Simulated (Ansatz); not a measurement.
Job for Ansatz (a first-principles code): R-SVWN5/def2-TZVPP on H2 (SMILES [H][H]).

Ansatz 0.2 input:
```yaml
crystal:
  periodic: [false, false, false]
  atoms:
    - {symbol: H, position_ang: [0.00000000, 0.00000000, 0.37198582]}
    - {symbol: H, position_ang: [-0.00000000, -0.00000000, -0.37198582]}
basis:
  gaussian:
    orbitals: def2-TZVPP
hamiltonian:
  xc: {name: SVWN5}
scf: {lower_state_search: off}
```

The log:

```
WARN ansatz: RAYON_NUM_THREADS=4 ignored (pool sized by the plan → 4); use --threads N
Functional definition: SVWN5
these checks for a lower state are left out or cut short: stability, starts, cluster_reference, orbital_swaps, neighbouring_geometries, increment
integrals: 0.00 GiB planned
118 factors; their error is unknown
mean field: 0.05 GiB planned
mean field evaluation 1: about -30.5935 eV, gradient 1.0e1 eV
mean field evaluation 2: about -30.8986 eV, gradient 3.4e0 eV
mean field evaluation 4: about -30.9397 eV, gradient 4.5e-2 eV
mean field evaluation 8: about -30.9381 eV, gradient 4.4e-5 eV
mean field -30.93808517 eV, -1.1369536595 hartree, gradient 1.1e-6 eV, S^2 0.000000; 0 other end points of the search recorded, 0 dependent functions left out
reference -30.93810581 eV, -1.1369544180 hartree; 1, 1 occupied and 27, 27 virtual orbitals, 118 factors
Total energy: -30.93810581 eV, -1.1369544180 hartree
Checks for a lower state left out: stability, starts, cluster_reference, orbital_swaps, neighbouring_geometries, increment
```

The run converged.

Cost: about 0.22 core-seconds (a rough figure).
